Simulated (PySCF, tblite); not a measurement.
Species: C5H8ClF.
SMILES with atom numbers: `[CH3:1][C@H:2]([Cl:3])[CH2:4]/[CH:5]=[CH:6]\[F:7]` (hydrogens: H8, H9, H10 on C1; H11 on C2; H12, H13 on C4; H14 on C5; H15 on C6)

The geometry is computed with GFN2-xTB (gas phase).

Task: What internal coordinates does the optimisation give?

Result: 
```tsv
bond	length (Å)	order
C1–C2	1.517	single
C2–Cl3	1.799	single
C2–C4	1.529	single
C4–C5	1.496	single
C5=C6	1.319	double
C6–F7	1.347	single
C1–H8, C1–H9, C1–H10	1.088	single
C2–H11	1.093	single
C4–H12	1.092	single
C4–H13	1.093	single
C5–H14	1.079	single
C6–H15	1.080	single
```

Bonds in one row agree within 0.01 Å and their mean is given. Orders are formal, as drawn. A selection of angles:
```tsv
angle	degrees
C2–C1–H8	110.6
C2–C1–H9	109.4
H8–C1–H9	108.7
C1–C2–Cl3	109.2
C1–C2–C4	112.8
C1–C2–H11	110.6
Cl3–C2–C4	109.3
Cl3–C2–H11	105.3
C4–C2–H11	109.5
C2–C4–C5	112.4
C2–C4–H12	108.3
C2–C4–H13	108.8
C5–C4–H12	109.8
C5–C4–H13	109.0
H12–C4–H13	108.5
C4–C5–C6	124.6
C4–C5–H14	116.9
C6–C5–H14	118.5
C5–C6–F7	122.3
C5–C6–H15	126.1
F7–C6–H15	111.6
```

Dihedral angles: C1–C2–C4–C5 58° (synclinal); C2–C4–C5–C6 -120° (anticlinal); C4–C5–C6–F7 0° (synperiplanar).

Of the pairs four or more bonds apart, F7···H12 is among the closest relative to their van der Waals radii: 2.46 Å, 92 % of the sum of Bondi's values. The 4 C–C bonds span 1.319 Å (C5=C6, drawn double) to 1.529 Å (C2–C4, drawn single), a spread of 0.210 Å.

Point group: C1 (no symmetry element, even within 0.4 Å). Its GFN2-xTB frequencies are all real (lowest 34 cm⁻¹). One conformer, not necessarily the lowest.
